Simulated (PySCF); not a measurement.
BeCl2, SMILES [Cl][Be][Cl].

Coordinates come from a B3LYP-D3(BJ)/def2-TZVP optimisation. The isomer is the one that the SMILES or the coordinates give; other isomers of the formula were not compared.

The numbers are results of TDA-PBE/def2-TZVPD (PySCF 2.14.0), not measurements.

Vertical excitations; the highest root listed may be one member of a degenerate set.  State labels are in the subgroup D2h.

```tsv
state	symmetry	energy (eV)	λ (nm)	f	main pairs
S1	B2g	7.00	177	0.000	HOMO−1→LUMO (degenerate set)
S2	B3g	7.00	177	0.000	HOMO→LUMO (degenerate set)
S3	Au	7.12	174	0.000	HOMO−1→LUMO+1 50 %, HOMO→LUMO+2 50 %
S4	Au	7.19	172	0.000	HOMO→LUMO+2, HOMO−1→LUMO+1 (degenerate set)
S5	B1u	7.19	172	0.000	HOMO−1→LUMO+2, HOMO→LUMO+1 (degenerate set)
S6	B2u	7.59	163	0.111	HOMO−3→LUMO (degenerate set)
S7	B3u	7.59	163	0.111	HOMO−2→LUMO (degenerate set)
S8	Ag	7.63	162	0.000	HOMO−2→LUMO+2, HOMO−3→LUMO+1 (degenerate set)
S9	B1g	7.63	162	0.000	HOMO−3→LUMO+2, HOMO−2→LUMO+1 (degenerate set)
S10	B1g	7.64	162	0.000	HOMO−2→LUMO+1 50 %, HOMO−3→LUMO+2 50 %
T1	B1u	6.74	184	0	HOMO−1→LUMO+2 50 %, HOMO→LUMO+1 50 %
T2	B2g	6.82	182	0	HOMO−1→LUMO (degenerate set)
T3	B3g	6.82	182	0	HOMO→LUMO (degenerate set)
T4	B1u	6.89	180	0	HOMO→LUMO+1 50 %, HOMO−1→LUMO+2 50 %
```
Triplets are in the Tamm–Dancoff approximation.
